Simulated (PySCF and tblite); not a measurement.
The numbers below are computed, except where a source is named.
## Rotation: stationary points, barriers and rates

System: C₅H₄OSe, numbered as in [O:1]=[CH:2][c:3]1[cH:4][cH:5][cH:6][se:7]1.

Motion: rotation about the C3–C2 bond (torsion C4–C3–C2–O1 from 180° to 360°, rising). The path came from a restrained scan, a climbing-image band and a saddle search at GFN2-xTB; energies are PBE/pcSseg-1 + D3(BJ), IEF-PCM dichloromethane//GFN2-xTB, thermal terms GFN2-xTB. Rates follow Eyring's equation with the number of equivalent paths and no tunnelling. Shieldings: GIAO at the same DFT level; methyl-like tops are averaged, other torsions stay as in the two minima; line shapes leave out couplings. (PySCF 2.14 with density fitting, tblite 0.8.)

| point | symmetry | E(GFN2) kcal/mol | E(DFT) kcal/mol | ZPE change kcal/mol | lowest mode cm⁻¹ | dipole D |
| --- | --- | --- | --- | --- | --- | --- |
| start | Cs | 0.0 | 0.0 | 0.00 | 110 | 4.49 |
| saddle | C1 | 9.5 | 12.6 | -0.49 | 170i | 3.32 |
| end | Cs | 1.3 | 1.3 | -0.08 | 123 | 4.59 |

```
Electronic barrier                                      : 12.6 kcal/mol
Barrier with zero-point energy                          : 12.1 kcal/mol
ΔH‡ (298 K)                                             : 11.8 kcal/mol
ΔS‡ (298 K, symmetry apart)                             : -1.8 cal/(mol K)
Paths                                                   : 2 equivalent paths
End point                                               : a different minimum
Mean lifetime of the start against this motion at 298 K : 92 µs
Cost                                                    : 42 s on 1 thread of Intel Xeon 6975P-C, on a host shared with other jobs (rough), peak memory 0.78 GiB, launched as `OMP_NUM_THREADS=1 python ens_run.py task.json out`
```

```json
{"T/K": "200", "ΔG‡ kcal/mol": "12.2", "k s⁻¹": "0.36", "ΔG kcal/mol": "1.2", "k back s⁻¹": "6.9"}
{"T/K": "250", "ΔG‡ kcal/mol": "12.3", "k s⁻¹": "189", "ΔG kcal/mol": "1.1", "k back s⁻¹": "1930"}
{"T/K": "298", "ΔG‡ kcal/mol": "12.3", "k s⁻¹": "1.1×10⁴", "ΔG kcal/mol": "1.1", "k back s⁻¹": "7.4×10⁴"}
{"T/K": "350", "ΔG‡ kcal/mol": "12.4", "k s⁻¹": "2.5×10⁵", "ΔG kcal/mol": "1.1", "k back s⁻¹": "1.2×10⁶"}
{"T/K": "400", "ΔG‡ kcal/mol": "12.5", "k s⁻¹": "2.4×10⁶", "ΔG kcal/mol": "1.1", "k back s⁻¹": "9.4×10⁶"}
```

ΔG and ΔG‡ leave out symmetry numbers and mirror images; rates count paths: 2 out, 2 back.

Sites that the motion interchanges:

```
nucleus         site     ppm          scale
   ⁷⁷Se  Se7 (start)  1094.9    shielding σ
   ⁷⁷Se    Se7 (end)  1046.3    shielding σ
    ¹³C   C4 (start)   140.0  δ against TMS
    ¹³C     C4 (end)   134.0  δ against TMS
    ¹³C   C3 (start)   166.9  δ against TMS
    ¹³C     C3 (end)   161.2  δ against TMS
```

```json
{"nucleus": "⁷⁷Se", "sites": "Se7 (start) / Se7 (end)", "¹H MHz": "250", "spread Hz": "2324", "coalescence K": "261", "k there s⁻¹": "544"}
{"nucleus": "⁷⁷Se", "sites": "Se7 (start) / Se7 (end)", "¹H MHz": "360", "spread Hz": "3347", "coalescence K": "266", "k there s⁻¹": "818"}
{"nucleus": "⁷⁷Se", "sites": "Se7 (start) / Se7 (end)", "¹H MHz": "700", "spread Hz": "6508", "coalescence K": "274", "k there s⁻¹": "1720"}
{"nucleus": "¹³C", "sites": "C4 (start) / C4 (end)", "¹H MHz": "250", "spread Hz": "375", "coalescence K": "241", "k there s⁻¹": "72"}
{"nucleus": "¹³C", "sites": "C4 (start) / C4 (end)", "¹H MHz": "360", "spread Hz": "540", "coalescence K": "244", "k there s⁻¹": "108"}
{"nucleus": "¹³C", "sites": "C4 (start) / C4 (end)", "¹H MHz": "700", "spread Hz": "1049", "coalescence K": "252", "k there s⁻¹": "226"}
{"nucleus": "¹³C", "sites": "C3 (start) / C3 (end)", "¹H MHz": "250", "spread Hz": "358", "coalescence K": "240", "k there s⁻¹": "68"}
{"nucleus": "¹³C", "sites": "C3 (start) / C3 (end)", "¹H MHz": "360", "spread Hz": "516", "coalescence K": "244", "k there s⁻¹": "103"}
{"nucleus": "¹³C", "sites": "C3 (start) / C3 (end)", "¹H MHz": "700", "spread Hz": "1003", "coalescence K": "251", "k there s⁻¹": "213"}
```

Spin–orbit effects of heavy atoms on shieldings are missing.
